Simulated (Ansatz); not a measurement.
Cost and result for the atomization energy of `[SiH3][Sn]([SiH3])([Cl])[Cl]` (11 atoms, 10 bonds).

Cartesian coordinates in Å:
```
Si -0.472 -1.430 1.802
Sn -0.571 -0.051 -0.362
Si 1.242 1.499 -1.315
Cl -1.048 -1.588 -2.068
Cl -2.500 1.271 -0.180
H -0.280 -0.504 2.947
H 0.671 -2.373 1.713
H -1.753 -2.165 1.928
H 0.723 2.076 -2.578
H 1.523 2.567 -0.323
H 2.467 0.699 -1.564
```

The species carries charge 0 and has multiplicity 1. Correlated methods include outer-core shells of Sn, which these sets cover unevenly. Sn: def2 effective core potential. All single points use the PBE0-D4/def2-TZVP geometry. Program: Ansatz. All runs use 4 threads of an Arm Neoverse V1 on a shared host. Times are those of one run each, without the atoms' runs, and a repeat can differ threefold. Electronic energies, without spin–orbit coupling; frozen cores. CCSD(T)/CBS adds CCSD(T) − MP2 in def2-TZVPP to the MP2 limit, and its time is that of the two runs behind it. T1 = 0.012. With those shells the extrapolation isn't a true limit. B3LYP takes the VWN-RPA correlation (the form of Gaussian; ORCA's B3LYP/G). HSE06 is the plane-wave form, built on full-range PBE exchange.

CCSD(T)/CBS is a level of theory with its own doubt, some kJ/mol a heavy atom from the limit and from the frozen cores, so smaller differences don't rank the functionals.

| level | functions | wall time |
| --- | --- | --- |
| PBE-D4/def2-TZVPP (with forces) | 302 | 5.5 s |
| HSE06-D4/def2-TZVPP | 302 | 10 s |
| CAM-B3LYP-D4/def2-TZVPP | 302 | 10 s |
| r2SCAN-D4/def2-TZVPP (with forces) | 302 | 11 s |
| B2PLYP/def2-TZVPP | 302 | 14 s |
| B3LYP-D4/def2-TZVPP (with forces) | 302 | 14 s |
| r2SCANh-D4/def2-TZVPP | 302 | 14 s |
| CCSD(T)/def2-SVP | 128 | 16 s |
| ωB97X-V/def2-TZVPP | 302 | 19 s |
| ωB97M-V/def2-TZVPP (with forces) | 302 | 29 s |
| MP2/def2-QZVPP | 542 | 47 s |
| CCSD(T)/def2-TZVPP | 302 | 12 min |
| CCSD(T)/CBS(def2) | – | 13 min |

(1) What atomization energy does each give, and how far from CCSD(T)/CBS? (An estimate is asked.)

Answers

(1) The calculation gave: 
```
                             level  atomization (kcal/mol)  difference from CCSD(T)/CBS  per bond
   PBE-D4/def2-TZVPP (with forces)                   723.2                        -11.8      -1.2
               HSE06-D4/def2-TZVPP                   721.6                        -13.4      -1.3
           CAM-B3LYP-D4/def2-TZVPP                   725.4                         -9.6      -1.0
r2SCAN-D4/def2-TZVPP (with forces)                   730.7                         -4.3      -0.4
                 B2PLYP/def2-TZVPP                   712.5                        -22.5      -2.2
 B3LYP-D4/def2-TZVPP (with forces)                   724.1                        -10.9      -1.1
             r2SCANh-D4/def2-TZVPP                   727.9                         -7.1      -0.7
                  CCSD(T)/def2-SVP                   670.5                        -64.5      -6.4
                ωB97X-V/def2-TZVPP                   738.4                          3.4       0.3
  ωB97M-V/def2-TZVPP (with forces)                   729.3                         -5.7      -0.6
                    MP2/def2-QZVPP                   722.7                        -12.3      -1.2
                CCSD(T)/def2-TZVPP                   709.7                        -25.3      -2.5
                 CCSD(T)/CBS(def2)                   735.0                          0.0       0.0
```

From r2SCAN to r2SCAN0 (25 % exact exchange), in def2-TZVPP and without D4, the atomization energy moves by −7.0 kcal/mol: exact exchange takes away binding that semilocal exchange gives to molecules. At CCSD(T), def2-SVP lies −64.5 kcal/mol from the extrapolated value and def2-TZVPP −25.3 kcal/mol: correlation converges slowly with the basis, and small sets miss more of it in the bonded molecule than in its fragments. Leaving LDA and LC-ωPBE aside and taking each functional with its dispersion term where it has one, the values, not all of them listed here, spread over 30.3 kcal/mol, from revPBE-D4 to B97M-V. LDA lies +95.2 kcal/mol from PBE without D4, its usual overbinding.

Spin–orbit coupling would lower the free Sn atoms strongly, and the atomization energy with them, by more than many differences here. For some Ge, Se and Sn compounds the MP2-based and the directly extrapolated limit differ by 10 to 25 kJ/mol.
